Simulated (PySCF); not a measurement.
Shapes and spin states of BrIrN

These are results of PySCF, B3LYP, basis Ir def2-SVP with ECP60, N def2-SVP, Br def2-SVP (scalar-relativistic core potentials, no spin–orbit coupling, density fitting), not measurements.

Relaxations began from a few typed shapes and spin states; open shells are unrestricted. The search is not exhaustive: other isomers or separated fragments can lie lower, and high-lying points may rest on an excited occupation.

```json
{"spin": "doublet", "group": "Cs", "bonds": "Ir–Br 2.397 Å, Ir–N 1.625 Å", "angles": "Br–Ir–N 135.3°", "imaginary modes (cm⁻¹)": "none", "ΔE (kJ/mol)": "0.0", "ΔE with ZPE (kJ/mol)": "0.0"}
{"spin": "quartet", "group": "Cs", "bonds": "Ir–Br 2.391 Å, Ir–N 1.713 Å", "angles": "Br–Ir–N 122.5°", "imaginary modes (cm⁻¹)": "none", "ΔE (kJ/mol)": "122.5", "ΔE with ZPE (kJ/mol)": "121.3"}
{"spin": "sextet", "group": "Cs", "bonds": "Ir–Br 2.455 Å, Ir–N 1.864 Å", "angles": "Br–Ir–N 137.6°", "imaginary modes (cm⁻¹)": "none", "ΔE (kJ/mol)": "299.5", "ΔE with ZPE (kJ/mol)": "296.0"}
```

The lowest minimum found is the doublet Cs: Ir–Br 2.397 Å, Ir–N 1.625 Å; Br–Ir–N 135.3°.

Formally Ir is in oxidation state +4, d5, with 1 unpaired electron (the high-spin count would be 5). The Mulliken spin on Ir is 0.65. The polar-tensor charge on Ir, 0.75, is far below the formal one.

For the lowest minimum: with open d or f shells other occupations or spin states may lie lower. Spin–orbit coupling, left out here, can matter for elements this heavy.
